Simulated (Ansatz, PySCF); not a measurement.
BF, charge -1, doublet, at a GFN2-xTB geometry (the spin is typed, not shown lowest) (a gas-phase anion, which may not be bound at this level). Base run: CASSCF(5,7)/6-31G run with PySCF.

The PySCF input:
```python
from pyscf import gto, scf, mcscf
import numpy

mol = gto.Mole()
mol.atom = '''
    B    -0.00000000   -0.00000000   -1.05967647
    F     0.00000000    0.00000000    0.58870915
'''
mol.basis = '6-31g'
mol.charge = -1
mol.spin = 1
mol.verbose = 3
mol.build()

mf = scf.ROHF(mol)
mf.kernel()
mc = mcscf.CASSCF(mf, 7, 5)
mc.fix_spin_(ss=0.75)
mc.kernel()
occ = numpy.linalg.eigvalsh(mc.fcisolver.make_rdm1(mc.ci, mc.ncas, mc.nelecas))[::-1]
ss = mc.fcisolver.spin_square(mc.ci, mc.ncas, mc.nelecas)[0]
print('natural occupations', occ.round(4), ' <S^2>', round(ss, 4))
```

Programs used: Ansatz (a program for electronic structure), PySCF; a row that names a program was run with it.

Each row names what was changed in the base input (with any setting that the change needs).

| change | ΔE vs base (kcal/mol) | natural occupations | <S^2> of the state |
|---|---|---|---|
| base | 0.000 | 2.00 1.92 1.00 0.06 0.02 0.01 0.01 | 0.75 |
| code = ansatz | -14.56 | - | - |
| orbitals = fixed (CASCI); correction = SC-NEVPT2 | -87.9 | 2.00 1.95 1.00 0.04 0.02 0.01 0.00 | 0.75 |
| active space = 7 electrons, 8 orbitals | -40.90 | 1.98 1.98 1.97 1.00 0.03 0.02 0.01 0.00 | 0.75 |
| conv_tol = 1e-5 | 0.000 | 2.00 1.92 1.00 0.06 0.02 0.01 0.01 | 0.75 |
| solver = newton | 0.000 | 2.00 1.92 1.00 0.06 0.02 0.01 0.01 | 0.75 |
| active space = 3 electrons, 5 orbitals | 4.75 | 1.92 1.00 0.06 0.01 0.01 | 0.75 |
| active space = 7 electrons, 6 orbitals | -14.78 | 2.00 1.98 1.98 1.00 0.02 0.02 | 0.75 |
| state_average = 2 states | 0.461 | - | - |
| active space = 3 electrons, 3 orbitals | 10.97 | 1.94 1.00 0.06 | 0.75 |
| code = ansatz; correction = SC-NEVPT2, all electrons | -91.2 | - | - |

Active orbitals are taken around the Fermi level unless the row says otherwise; CASSCF can end in different local minima, and two programs can end on different orbitals. State-averaged rows give the lowest state.

Open shells are given as the SCF converged; they aren't shown to be the lowest states, and a large step between rows can be another state.

Ansatz warned in this series: other orbitals give a lower active-space energy.

A gas-phase anion may not be bound at this level; its values then depend on the basis.
